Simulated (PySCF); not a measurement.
Isomers of C3H11FOSi2. Method used: TDDFT CAM-B3LYP/def2-SVPD, vertical, gas phase, core orbitals frozen in the response (PySCF). Geometries: PBE0-D3(BJ)/def2-SVP; one conformer of each isolated species. Triplets are in the Tamm–Dancoff approximation.

A. `CO[Si@@H](F)CC[SiH3]`
B. `CC(C)[SiH2]O[SiH2]F`
C. `CC[C@H](F)[SiH2]O[SiH3]`
D. `C[Si](C)(CF)O[SiH3]`

Lowest singlet levels (six at most, fewer where fewer were computed) with oscillator strengths:

1. 167 nm (f 0.001); 160 nm (f 0.003); 160 nm (f 0.008); 154 nm (f 0.012); 147 nm (f 0.073); 145 nm (f 0.046); T1 7.13 eV
2. 159 nm (f 0.016); 154 nm (f 0.006); 151 nm (f 0.007); 148 nm (f 0.034); 146 nm (f 0.004); 144 nm (f 0.002); T1 7.43 eV
3. 168 nm (f 0.009); 163 nm (f 0.001); 160 nm (f 0.026); 156 nm (f 0.018); 152 nm (f 0.027); 146 nm (f 0.049); T1 6.97 eV
4. 176 nm (f 0.003); 166 nm (f 0.000); 158 nm (f 0.011); 157 nm (f 0.015); 150 nm (f 0.003); 149 nm (f 0.022); T1 6.70 eV

Question: Match each spectrum to its molecule.

Answer: 1 = B, 2 = A, 3 = D, 4 = C.
- A: S1 at 7.79 eV, HOMO→LUMO (76%), HOMO-1→LUMO (10%); Löwdin shares by element: HOMO carbon 34% or more, oxygen 13%, silicon 10% or more (atoms not listed hold the other 42%); LUMO silicon 24% or more, carbon 22% or more, hydrogen 9% or more (atoms not listed hold the other 45%); HOMO -9.74 and LUMO 1.10 eV.
- B: S1 at 7.41 eV, HOMO→LUMO (67%), HOMO→LUMO+1 (18%); Löwdin shares by element: HOMO carbon 39% or more, silicon 20% or more, oxygen 9% (atoms not listed hold the other 32%); LUMO silicon 52%, oxygen 9%, hydrogen 6% or more (atoms not listed hold the other 33%); HOMO -9.41 and LUMO 1.06 eV.
- C: S1 at 7.06 eV, HOMO→LUMO (88%); Löwdin shares by element: HOMO carbon 24% or more, oxygen 15%, silicon 15% or more, fluorine 13% (atoms not listed hold the other 33%); LUMO silicon 40%, oxygen 13%, hydrogen 7% or more (atoms not listed hold the other 40%); HOMO -9.52 and LUMO 0.82 eV.
- D: S1 at 7.36 eV, HOMO→LUMO (48%), HOMO→LUMO+1 (35%); Löwdin shares by element: HOMO carbon 23% or more, oxygen 19%, silicon 13% or more, fluorine 12% (atoms not listed hold the other 33%); LUMO silicon 28%, carbon 17% or more (atoms not listed hold the other 55%); HOMO -9.46 and LUMO 0.92 eV.
B and D have S1 within 0.05 eV of each other; their strongest listed levels stand at 8.45 eV (f 0.073) and 8.47 eV (f 0.049).

Without π bonds the low states are Rydberg-like; a valence basis with one diffuse set may place them up to an eV too high.
